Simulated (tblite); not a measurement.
C5H7FS2Si.
Atom-mapped SMILES: `[CH3:1]/[C:2](=[CH:3]\[F:4])[SiH:5]1[S:6][CH:7]=[CH:8][S:9]1` (hydrogens: H10, H11, H12 on C1; H13 on C3; H14 on Si5; H15 on C7; H16 on C8)

Computed with GFN2-xTB (tblite), gas phase: L-BFGS steps from a force-field or distance-geometry start until the largest atomic force falls under 0.01 eV/Å.

Step 23: E = -740.8234 eV
```
atom  x, y, z in Å  |  force x, y, z in eV/Å
C1     -2.2208   -0.7075   -0.3180   -0.076  -0.006  -0.040
C2     -1.2135    0.2953    0.1626   -0.077  -0.020   0.057
C3     -1.2201    1.5637   -0.2337   -0.010  -0.036  -0.063
F4     -2.1288    2.0464   -1.0931   -0.079   0.011  -0.002
Si5     0.1979   -0.3339    1.2391    0.220  -0.043  -0.092
S6      1.7801    1.1365    1.2280   -0.067  -0.044   0.031
C7      2.6813    0.3842   -0.0702    0.023  -0.067  -0.011
C8      2.4340   -0.8328   -0.5404    0.084   0.089   0.027
S9      1.1660   -1.8742    0.0587   -0.084   0.054   0.072
H10    -1.7314   -1.6607   -0.5153   -0.052   0.016   0.060
H11    -2.9943   -0.8604    0.4346    0.095  -0.038   0.052
H12    -2.7126   -0.3763   -1.2286    0.021   0.099  -0.039
H13    -0.5139    2.3263    0.0635   -0.019  -0.031   0.032
H14    -0.0319   -0.8266    2.5871   -0.057   0.049  -0.076
H15     3.4785    0.9935   -0.4557    0.051   0.026   0.014
H16     3.0217   -1.2645   -1.3300    0.028  -0.060  -0.022
```

Step 24: E = -740.8278 eV
```
atom  x, y, z in Å  |  force x, y, z in eV/Å
C1     -2.2345   -0.7064   -0.3147   -0.055   0.015  -0.016
C2     -1.2290    0.2992    0.1731   -0.032  -0.074  -0.013
C3     -1.2247    1.5649   -0.2342   -0.065  -0.054  -0.017
F4     -2.1362    2.0441   -1.0930   -0.060   0.033  -0.004
Si5     0.1973   -0.3311    1.2311    0.216  -0.028  -0.133
S6      1.7754    1.1456    1.2095   -0.068  -0.057   0.030
C7      2.6944    0.3825   -0.0697    0.017  -0.065  -0.004
C8      2.4502   -0.8360   -0.5374    0.074   0.088   0.032
S9      1.1648   -1.8671    0.0423   -0.083   0.065   0.077
H10    -1.7426   -1.6586   -0.5195   -0.053   0.078   0.055
H11    -3.0060   -0.8735    0.4386    0.115  -0.004   0.029
H12    -2.7294   -0.3675   -1.2226    0.043   0.072   0.012
H13    -0.5205    2.3304    0.0658   -0.050  -0.076   0.003
H14    -0.0191   -0.8292    2.5782   -0.063   0.042  -0.047
H15     3.5001    0.9862   -0.4463    0.049   0.029   0.020
H16     3.0519   -1.2745   -1.3127    0.016  -0.062  -0.025
```

Step 25: E = -740.8317 eV
```
atom  x, y, z in Å  |  force x, y, z in eV/Å
C1     -2.2466   -0.7051   -0.3120   -0.013   0.036   0.015
C2     -1.2422    0.3014    0.1828    0.031  -0.100  -0.079
C3     -1.2293    1.5644   -0.2350   -0.106  -0.058   0.029
F4     -2.1437    2.0418   -1.0927   -0.035   0.040   0.004
Si5     0.2005   -0.3293    1.2226    0.119  -0.001  -0.135
S6      1.7725    1.1509    1.1958   -0.033  -0.045   0.017
C7      2.7065    0.3809   -0.0692    0.019  -0.034   0.011
C8      2.4651   -0.8382   -0.5351    0.044   0.044   0.029
S9      1.1641   -1.8602    0.0308   -0.035   0.048   0.041
H10    -1.7527   -1.6557   -0.5217   -0.043   0.102   0.032
H11    -3.0142   -0.8852    0.4423    0.100   0.030   0.019
H12    -2.7418   -0.3582   -1.2178    0.046   0.042   0.052
H13    -0.5268    2.3323    0.0678   -0.076  -0.112  -0.024
H14    -0.0136   -0.8290    2.5690   -0.056   0.036  -0.029
H15     3.5184    0.9813   -0.4391    0.039   0.025   0.033
H16     3.0762   -1.2832   -1.2999   -0.002  -0.055  -0.015
```

**Question.** Estimate the geometry and energy of step 26. (The exact step hangs on the optimiser's Hessian estimate; all steps are aligned on step 25, rigid shifts and turns removed.)

**Answer.** E = -740.8350 eV, largest force 0.169 eV/Å
```
atom  x, y, z in Å  |  force x, y, z in eV/Å
C1     -2.2548   -0.7035   -0.3098    0.031   0.043   0.035
C2     -1.2502    0.3011    0.1890    0.080  -0.090  -0.118
C3     -1.2341    1.5623   -0.2351   -0.119  -0.040   0.051
F4     -2.1498    2.0401   -1.0922   -0.021   0.033   0.018
Si5     0.2055   -0.3284    1.2147   -0.014   0.023  -0.089
S6      1.7719    1.1519    1.1886    0.017  -0.010   0.004
C7      2.7159    0.3798   -0.0687    0.028   0.007   0.024
C8      2.4763   -0.8393   -0.5337    0.012  -0.014   0.016
S9      1.1644   -1.8547    0.0252    0.030   0.006  -0.015
H10    -1.7602   -1.6522   -0.5218   -0.021   0.079   0.000
H11    -3.0180   -0.8929    0.4451    0.059   0.055   0.028
H12    -2.7482   -0.3500   -1.2141    0.030   0.022   0.068
H13    -0.5324    2.3312    0.0687   -0.082  -0.122  -0.037
H14    -0.0158   -0.8264    2.5611   -0.040   0.034  -0.031
H15     3.5307    0.9792   -0.4349    0.027   0.018   0.045
H16     3.0912   -1.2895   -1.2933   -0.017  -0.042   0.001
```

The energy changes by -0.0033 eV. The first-order estimate −F·Δx gives -0.0046 eV and the mean of the old and new forces, exact on a quadratic surface, -0.0033 eV. The step makes an angle of 72° with the force vector and moves no atom by more than 0.018 Å.

The cost below is that of the whole relaxation. The run took 1.8 s on one thread of an Arm Neoverse N1, no GPU, shared host with 64 logical CPUs at a one-minute load of 60.
